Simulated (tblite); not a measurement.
Compound: C₃H₇NSSi (charge +1 and doublet state).
Cartesian coordinates in Å at the GFN2-xTB level; atoms count from 1:
```
atom  x, y, z in Å
C1    -1.7523   -0.6024    0.1206
C2    -0.7505    0.3102   -0.5407
Si3    0.9420    0.3737    0.4148
S4     2.3244    1.5250   -0.8279
C5     1.5767   -1.3876    0.2340
N6     1.9614   -2.4572    0.1494
H7    -2.0082   -0.2819    1.1277
H8    -2.6766   -0.5750   -0.4662
H9    -1.4236   -1.6394    0.1386
H10   -1.1293    1.3345   -0.5776
H11   -0.5372   -0.0212   -1.5614
H12    0.9646    0.8566    1.7841
H13    2.5042    2.5653   -0.0131
```

Method: GFN2-xTB as coded in tblite; computed harmonic values from a numerical Hessian at the method's own geometry, unscaled. The method is semi-empirical: single wavenumbers can be off by several per cent or more. Modes of hydrogen on silicon and sulfur can be 10 to 20 % off. One conformer, not necessarily the lowest. Open shells enter through the occupations alone, without spin polarisation, and single modes of such species can be off by tens of per cent.

Harmonic wavenumbers (cm⁻¹): 57.3, 87.4, 97.5, 125.8, 155.5, 234.3, 247.8, 311.6, 324.6, 433.2, 503.4, 577.0, 582.5, 618.7, 665.7, 717.8, 941.5, 960.7, 1062.1, 1176.2, 1195.6, 1365.5, 1381.6, 1401.5, 1446.7, 2349.7, 2362.2, 2403.6, 2940.2, 2947.3, 2958.8, 3037.4, 3046.0.

A = 2494, B = 1682, C = 1111 MHz; mass 117.007 u (most abundant isotopes); point group C1, symmetry number 1; spin multiplicity 2.

Q: What is the zero-point energy?

A: Half the sum of the wavenumbers: 19358 cm⁻¹ = 55.35 kcal/mol.

Q: Give the ideal-gas entropy at 298.15 K and 1 bar in the rigid-rotor, harmonic-oscillator model (classical rotation).

A: Translation 40.21, rotation 28.62, vibration 27.60, spin (R ln 2) 1.38: S = 97.8 cal/(mol K).

Q: And Cp and H(298.15 K) − H(0)?

A: Cp = 34.01 cal/(mol K), of which vibrations give 26.06 (their classical limit is 33 R = 65.6); H(298.15 K) − H(0) = 6.66 kcal/mol without the zero-point energy, 4.29 from vibrations.

Q: Blend soft modes into free rotors: weight 1/[1 + (100 cm⁻¹/ν̃)⁴] for the oscillator and the rest for a rotor with moment μB/(μ + B), μ = h/(8π²ν), B = 10⁻⁴⁴ kg m². What vibrational entropy results?

A: 25.67 cal/(mol K) in place of 27.60, which changes −T·S at 298.15 K by +0.58 kcal/mol.

Q: How do the functions run with temperature in this model?

A: 
```tsv
T (K)	S (cal/(mol K))	Cp (cal/(mol K))	H − H(0) (kcal/mol)	G − H(0) (kcal/mol)	ln q(vib)
50	58.7	13.2	0.49	-2.44	0.40
100	69.8	18.9	1.30	-5.67	1.57
373.15	105.9	38.2	9.38	-30.14	8.42
500	117.9	44.0	14.60	-44.36	11.25
750	137.4	52.1	26.68	-76.37	16.22
1000	153.2	57.7	40.45	-112.76	20.57
```

q(vib) and H(0) count from the zero-point level.

Q: What must be added to the electronic energy to get the Gibbs energy at 298.15 K and 1 bar?

A: ZPE + [H(298.15 K) − H(0)] − T·S = 55.35 + 6.66 − 29.16 = 32.85 kcal/mol.

Hindered rotation and anharmonicity are outside this model. Other conformers, if any are populated, would add a mixing term that is left out. The structure is chiral; the term R ln 2 for an equal mix with its mirror image is left out.
